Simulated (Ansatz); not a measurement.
Cost and result for the atomization energy of C2H7BN2 (`B/C=N/CN`) (12 atoms, 11 bonds).

Cartesian coordinates in Å:
```
B -1.622 0.562 -1.852
C -0.775 0.313 -0.575
N 0.298 -0.372 -0.687
C 1.154 -0.563 0.463
N 0.720 0.015 1.710
H -1.410 -0.087 -2.831
H -2.472 1.406 -1.860
H -1.026 0.752 0.399
H 2.125 -0.143 0.182
H 1.310 -1.650 0.516
H 0.213 -0.636 2.292
H 1.484 0.401 2.242
```

The species carries charge 0 and has multiplicity 1. The structure was optimised at the PBE0-D4/def2-TZVP level. It is one conformer, not always the lowest. Program: Ansatz. All runs use 4 threads of an Arm Neoverse V1 on a shared host. Times are those of one run each, without the atoms' runs, and a repeat can differ threefold. Electronic energies, without spin–orbit coupling; frozen cores. CCSD(T)/CBS adds CCSD(T) − MP2 in def2-TZVPP to the MP2 limit, and its time is that of the two runs behind it. T1 = 0.011; the RHF reference is unstable towards UHF. B3LYP takes the VWN-RPA correlation (the form of Gaussian; ORCA's B3LYP/G).

CCSD(T)/CBS is a level of theory with its own doubt, some kJ/mol a heavy atom from the limit and from the frozen cores, so smaller differences don't rank the functionals.

```csv
level,functions,wall time
PBE-D4/def2-TZVPP (with forces),253,3.3 s
PBE0-D4/def2-TZVPP,253,3.8 s
r2SCAN-D4/def2-TZVPP (with forces),253,5.5 s
B3LYP-D4/def2-TZVPP (with forces),253,6.5 s
B2PLYP/def2-TZVPP,253,8 s
ωB97X-V/def2-TZVPP,253,9 s
ωB97M-V/def2-TZVPP (with forces),253,13 s
MP2/def2-QZVPP,495,40 s
CCSD(T)/def2-TZVPP,253,2.8 min
CCSD(T)/CBS(def2),–,3.4 min
```

Question: What atomization energy does each give, and how far from CCSD(T)/CBS? (Best estimate.)

Answer: The calculation gave: 
```tsv
level	atomization (kJ/mol)	difference from CCSD(T)/CBS	per bond
PBE-D4/def2-TZVPP (with forces)	4615.0	153.1	13.9
PBE0-D4/def2-TZVPP	4510.7	48.8	4.4
r2SCAN-D4/def2-TZVPP (with forces)	4475.6	13.7	1.3
B3LYP-D4/def2-TZVPP (with forces)	4514.2	52.3	4.8
B2PLYP/def2-TZVPP	4449.7	-12.2	-1.1
ωB97X-V/def2-TZVPP	4496.6	34.7	3.2
ωB97M-V/def2-TZVPP (with forces)	4503.1	41.2	3.8
MP2/def2-QZVPP	4476.7	14.8	1.4
CCSD(T)/def2-TZVPP	4338.0	-123.9	-11.3
CCSD(T)/CBS(def2)	4461.9	0.0	0.0
```

From PBE to PBE0 (25 % exact exchange), in def2-TZVPP and without D4, the atomization energy moves by −101.0 kJ/mol: exact exchange takes away binding that semilocal exchange gives to molecules. In def2-TZVPP, CCSD(T) changes the Hartree–Fock value by +1189.1 kJ/mol (the triples alone add +73.2 kJ/mol) and MP2 by +1254.4 kJ/mol; breaking electron pairs costs correlation energy, which Hartree–Fock lacks. The D4 term adds +31.0 kJ/mol with B3LYP and +16.3 kJ/mol with PBE0; it sums over pairs of atoms, weighted by their polarisabilities, and B3LYP, whose exchange is more repulsive, gets the larger term.
